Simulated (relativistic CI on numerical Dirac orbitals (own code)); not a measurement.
# Electric-dipole transitions in As6+

Calculated at this level of theory: Dirac-Coulomb-Breit CI, KLI orbitals optimised for each configuration, a model potential for QED, unscaled Slater integrals (own radial code, finite nucleus).

Configurations in the expansion (outside the closed core [Ne]): 3s²3p⁶3d⁹, 3s²3p⁶3d⁸4s, 3s²3p⁵3d¹⁰, 3s²3p⁶3d⁸4p, 3s²3p⁶3d⁸4d, 3s3p⁶3d¹⁰, 3s²3p⁶3d⁸5s, 3s²3p⁶3d⁸5p, 3s²3p⁶3d⁸4f, 3s²3p⁶3d⁷4s², 3s²3p⁶3d⁸5d, 3s²3p⁶3d⁸5f, 3s²3p⁶3d⁸5g, 3s²3p⁶3d⁷4s4p, 3s²3p⁶3d⁷4p², 3s²3p⁶3d⁷4s4d. Levels of other configurations are missing.

| λ vac (nm) | Lower | Upper | A (s⁻¹) | gf | Branching (%) |
| --- | --- | --- | --- | --- | --- |
| 54.837 | 3s²3p⁶3d⁸4p ⁴D°7/2 [19] | 3s²3p⁶3d⁸4d ⁴D5/2 [65] | 1.09e+10 | 2.95e+00 | 81.4 |
| 55.064 | 3s²3p⁶3d⁸4p ⁴G°9/2 [20] | 3s²3p⁶3d⁸4d ⁴G9/2 [69] | 6.07e+09 | 2.76e+00 | 44.3 |
| 55.128 | 3s²3p⁶3d⁸4p ⁴D°7/2 [19] | 3s²3p⁶3d⁸4d ⁴D7/2 [64] | 7.29e+09 | 2.66e+00 | 56.8 |
| 55.503 | 3s²3p⁶3d⁸4p ⁴G°9/2 [20] | 3s²3p⁶3d⁸4d ⁴H11/2 [68] | 1.12e+10 | 6.20e+00 | 82.5 |
| 55.516 | 3s²3p⁶3d⁸4p ⁴G°7/2 [23] | 3s²3p⁶3d⁸4d ⁴F9/2 [74] | 6.59e+09 | 3.05e+00 | 49.5 |
| 55.695 | 3s²3p⁶3d⁸4p ²H°9/2 [49] | 3s²3p⁶3d⁸4d ²I11/2 [114] | 1.31e+10 | 7.29e+00 | 96.8 |
| 56.481 | 3s²3p⁶3d⁸4p ²F°7/2 [41] | 3s²3p⁶3d⁸4d ²G9/2 [98] | 1.10e+10 | 5.25e+00 | 85.0 |
| 56.696 | 3s²3p⁶3d⁸4p ⁴G°11/2 [22] | 3s²3p⁶3d⁸4d ⁴H13/2 [66] | 1.30e+10 | 8.78e+00 | 100.0 |
| 56.757 | 3s²3p⁶3d⁸4p ⁴F°7/2 [28] | 3s²3p⁶3d⁸4d ⁴H9/2 [76] | 8.79e+09 | 4.24e+00 | 66.3 |
| 57.045 | 3s²3p⁶3d⁸4p ²H°11/2 [53] | 3s²3p⁶3d⁸4d ²I13/2 [117] | 1.28e+10 | 8.77e+00 | 100.0 |
| 57.060 | 3s²3p⁶3d⁸4p ²G°9/2 [29] | 3s²3p⁶3d⁸4d ²H11/2 [77] | 1.25e+10 | 7.31e+00 | 97.2 |
| 57.204 | 3s²3p⁶3d⁸4p ²G°7/2 [34] | 3s²3p⁶3d⁸4d ²H9/2 [89] | 1.16e+10 | 5.71e+00 | 90.8 |
| 57.384 | 3s²3p⁶3d⁸4p ⁴F°9/2 [27] | 3s²3p⁶3d⁸4d ⁴G11/2 [70] | 9.18e+09 | 5.44e+00 | 71.5 |
| 69.157 | 3s²3p⁶3d⁸4d ⁴H13/2 [66] | 3s²3p⁶3d⁸4f ⁴I°15/2 [169] | 1.12e+10 | 1.28e+01 | 100.0 |
| 69.228 | 3s²3p⁶3d⁸4d ⁴H11/2 [68] | 3s²3p⁶3d⁸4f ²I°13/2 [170] | 9.55e+09 | 9.60e+00 | 85.7 |
| 69.573 | 3s²3p⁶3d⁸4d ²H11/2 [77] | 3s²3p⁶3d⁸4f ⁴I°13/2 [181] | 1.07e+10 | 1.09e+01 | 96.6 |
| 69.824 | 3s²3p⁶3d⁸4d ⁴G11/2 [70] | 3s²3p⁶3d⁸4f ⁴H°13/2 [172] | 8.77e+09 | 8.97e+00 | 79.5 |
| 75.970 | 3s²3p⁶3d⁸4s ²G9/2 [16] | 3s²3p⁶3d⁸4p ²G°9/2 [61] | 3.11e+09 | 2.69e+00 | 90.5 |
| 78.824 | 3s²3p⁶3d⁸4s ⁴F9/2 [3] | 3s²3p⁶3d⁸4p ⁴F°9/2 [27] | 1.93e+09 | 1.79e+00 | 62.1 |
| 79.520 | 3s²3p⁶3d⁸4s ⁴F7/2 [4] | 3s²3p⁶3d⁸4p ⁴F°7/2 [28] | 1.68e+09 | 1.27e+00 | 33.0 |
| 81.449 | 3s²3p⁶3d⁸4s ²F7/2 [7] | 3s²3p⁶3d⁸4p ²F°7/2 [33] | 2.31e+09 | 1.83e+00 | 32.9 |
| 81.649 | 3s²3p⁶3d⁸4s ⁴F9/2 [3] | 3s²3p⁶3d⁸4p ⁴G°11/2 [22] | 2.97e+09 | 3.57e+00 | 100.0 |
| 83.802 | 3s²3p⁶3d⁸4s ⁴F9/2 [3] | 3s²3p⁶3d⁸4p ⁴G°9/2 [20] | 1.06e+09 | 1.12e+00 | 41.7 |
| 84.100 | 3s²3p⁶3d⁸4s ²F5/2 [8] | 3s²3p⁶3d⁸4p ²G°7/2 [34] | 2.25e+09 | 1.91e+00 | 48.5 |
| 84.154 | 3s²3p⁶3d⁸4s ²F7/2 [7] | 3s²3p⁶3d⁸4p ²G°9/2 [29] | 2.24e+09 | 2.38e+00 | 79.5 |
| 84.312 | 3s²3p⁶3d⁸4s ²G9/2 [16] | 3s²3p⁶3d⁸4p ²H°11/2 [53] | 2.75e+09 | 3.51e+00 | 100.0 |
| 85.756 | 3s²3p⁶3d⁸4s ⁴F7/2 [4] | 3s²3p⁶3d⁸4p ⁴D°5/2 [21] | 2.24e+09 | 1.48e+00 | 89.4 |
| 86.033 | 3s²3p⁶3d⁸4s ⁴F7/2 [4] | 3s²3p⁶3d⁸4p ⁴G°9/2 [20] | 1.24e+09 | 1.38e+00 | 49.0 |
| 87.289 | 3s²3p⁶3d⁸4s ⁴F9/2 [3] | 3s²3p⁶3d⁸4p ⁴D°7/2 [19] | 2.31e+09 | 2.11e+00 | 94.8 |
| 88.012 | 3s²3p⁶3d⁸4s ²G7/2 [17] | 3s²3p⁶3d⁸4p ²H°9/2 [49] | 2.19e+09 | 2.55e+00 | 91.3 |

Terms are leading LS components. Brackets give the number of a level in order of energy, since labels repeat. The list gives strong lines, with weight on those to low levels, without lines whose two gauges differ by over a factor of 2.5, among the lowest 200 of 1330 levels, so that lines to higher ones, which can be the strongest, are missing. Levels whose partners in the same complex of configurations lie outside the list can be far off, and so can their lines. Rates are taken at the computed energies, electric ones in the length gauge.

At this charge configurations can still be misplaced by up to about 7 % of their energy.

LS names give the leading component of a level, which can be under half, so a name can repeat, a term be missing and a line seem to break the LS rules.
